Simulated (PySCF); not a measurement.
Electron correlation in C (carbon, neutral)

[He] 2s1 2p3, high-spin 5S determinant (an excited configuration). All numbers are calculated (PySCF 2.14, scalar relativity by spin-free X2C-1e, in x2c-TZVPPall with one added diffuse shell each of s, p, d type (6s4p3d1f, 40 functions)). Frozen: 1s2; 4 electrons correlated.

```tsv
level	correlation energy (mhartree)
CCSD	-33.44
(T)	-0.31
CCSD(T)	-33.75
```

Diagnostics: T1 = 0.0045, D1 = 0.0073, largest double amplitude 0.026.

Question: Is a single reference adequate?

Answer: Yes: T1 lies below 0.03 and no double amplitude reaches 0.07.
